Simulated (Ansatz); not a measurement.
The same hydrogenolysis along the group O, S, Se.

Computed with Ansatz on PBE0-D4/def2-TZVP structures; ΔE is electronic, products minus reactants. CCSD(T)/CBS adds triple-zeta CCSD(T) − MP2 to the extrapolated MP2 energy (def2 sets, frozen cores). This one scheme is used for every species. For Ga, Se outer-core shells are correlated without core-valence functions, which leaves a few kJ/mol of doubt a bond. Scalar relativity is left out up to krypton.

Q: Order these by ΔE at CCSD(T)/CBS, lowest first. (Estimate.)
A. `[GaH2][SeH]` + H₂ → `[GaH3]` + H₂Se
B. `[OH][GaH2]` + H₂ → `[GaH3]` + H₂O
C. `[SH][GaH2]` + H₂ → `[GaH3]` + H₂S

A: B (+0.56 eV), C (+0.94 eV), A (+1.09 eV).

Largest T1 diagnostic: 0.015, for `[OH][GaH2]`.
